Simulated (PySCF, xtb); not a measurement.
C3H6, SMILES C1CC1.

Harmonic wavenumbers (cm⁻¹) from GFN2-xTB run with xtb 6.7.1 at its own minimum, in rising order: 770, 770, 851, 979, 980, 1075, 1078, 1079, 1118, 1167, 1167, 1303, 1445, 1445, 1503, 3090, 3091, 3091, 3091, 3091, 3118.

### Question
What does PBE-D3(BJ)/def2-TZVP (PySCF 2.14.0) give at its own minimum? (Estimate from the structure and the level; the computed values follow.)

### Answer
718, 718, 836, 878, 878, 1008, 1008, 1041, 1114, 1171, 1171, 1197, 1422, 1422, 1466, 3069, 3069, 3075, 3143, 3143, 3165. Paired by order, the mean absolute difference is 43 cm⁻¹ and the zero-point energies are 50.5 and 49.6 kcal/mol.
